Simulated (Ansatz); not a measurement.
Stepwise reaction of `CB(C)C` with hydrogen, as a gas-phase model of exchange steps in deposition or etching. ΔE in kJ/mol.

Calculated with Ansatz (gas phase, PBE0-D4/def2-TZVP geometries, no zero-point term in ΔE). CCSD(T)/CBS adds triple-zeta CCSD(T) − MP2 to the extrapolated MP2 energy (def2 sets, frozen cores). This one scheme is used for every species. Functionals use def2-TZVPP. B3LYP here is the variant with VWN-RPA as its local correlation; programs differ in this.

```csv
step,reaction,PBE-D4,B3LYP-D4,ωB97M-V,CCSD(T)/CBS
1,`CB(C)C` + H₂ → `CBC` + CH₄,-15.5,-21.7,-19.0,-18.4
2,`CBC` + H₂ → `BC` + CH₄,-10.0,-17.7,-15.4,-16.0
3,`BC` + H₂ → BH₃ + CH₄,-6.8,-16.4,-14.0,-15.9
```

By hand: ΔE of the 3 steps together at CCSD(T)/CBS.

(-18.4) + (-16.0) + (-15.9) = -50.3 kJ/mol, or -16.8 kJ/mol a step.

In ΔE the steps differ by no more than 2.5 kJ/mol. All are downhill at CCSD(T)/CBS. PBE-D4 differs from CCSD(T)/CBS by 2.9 to 9.1 kJ/mol a step. Isolated molecules leave out the surface, adducts and barriers. Largest T1 diagnostic: 0.009.
